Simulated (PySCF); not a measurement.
What happened in this job?

A geometry optimisation on Br2H2MoN2, SMILES `[NH]=[Mo](=[NH])([Br])[Br]` (singlet state). Computed with PySCF, PBE0-D3(BJ)/def2-SVP geometry optimisation, gas phase, def2 core potentials past Kr.

Driver input (Å, GFN2-xTB start):

```
{"job": {"xc": "PBE0", "basis": "def2-SVP", "d3": "d3bj", "grid": 1, "maxiter": 30, "shake": 0.03, "kind": "geom"}, "charge": 0, "multiplicity": 1}
Mo    -0.2236    -0.0740    -0.1881
N     -0.3720    -0.0294     1.5247
H     -0.2454    -0.0324     2.5045
N      1.4136     0.0091    -0.8808
H      2.3012    -0.0215    -1.0873
Br    -1.3987     1.9865    -0.9510
Br    -1.3833    -1.9403    -0.9905
```

Output:

```
step   0  E = -5325.89066471  max force = 0.179450
step   1  E = -5325.91408496  max force = 0.019663
step   2  E = -5325.91638197  max force = 0.017926
step   3  E = -5325.91752701  max force = 0.005909
step   4  E = -5325.91782880  max force = 0.005420
step   5  E = -5325.91786115  max force = 0.001894
step   6  E = -5325.91790393  max force = 0.002345
step   7  E = -5325.91793697  max force = 0.003600
step   8  E = -5325.91795556  max force = 0.002303
step   9  E = -5325.91796762  max force = 0.000711
step  10  E = -5325.91797134  max force = 0.000671
step  11  E = -5325.91797241  max force = 0.000660
step  12  E = -5325.91797303  max force = 0.000652
step  13  E = -5325.91797332  max force = 0.000648
step  14  E = -5325.91797354  max force = 0.000648
step  15  E = -5325.91797377  max force = 0.000643
step  16  E = -5325.91797399  max force = 0.000644
step  17  E = -5325.91797423  max force = 0.000639
step  18  E = -5325.91797445  max force = 0.000640
step  19  E = -5325.91797470  max force = 0.000636
step  20  E = -5325.91797494  max force = 0.000636
step  21  E = -5325.91797519  max force = 0.000632
step  22  E = -5325.91797544  max force = 0.000632
step  23  E = -5325.91797569  max force = 0.000629
step  24  E = -5325.91797596  max force = 0.000628
step  25  E = -5325.91797622  max force = 0.000626
step  26  E = -5325.91797649  max force = 0.000624
step  27  E = -5325.91797677  max force = 0.000622
step  28  E = -5325.91797705  max force = 0.000622
step  29  E = -5325.91797733  max force = 0.000619
step  30  E = -5325.91797762  max force = 0.000619
optimisation not converged
```

Energies are in Eh and forces in Eh/bohr.

**Question.** Can the results be trusted, and what went wrong?

**Answer.** Not as they stand: step limit reached with the energy nearly constant. After 31 gradient evaluations the largest force component was 0.00062 Eh/bohr against a threshold of 0.00045, and over the last 5 steps the energy changed by -0.001 kcal/mol in all, within a range of 0.001 kcal/mol, the last step by 0.000 kcal/mol. The energy rose in none of the 30 steps.

**Question.** What would you do next?

**Answer.** Restart from the last geometry, if need be with a computed Hessian or a finer grid, and confirm the end point by frequencies.
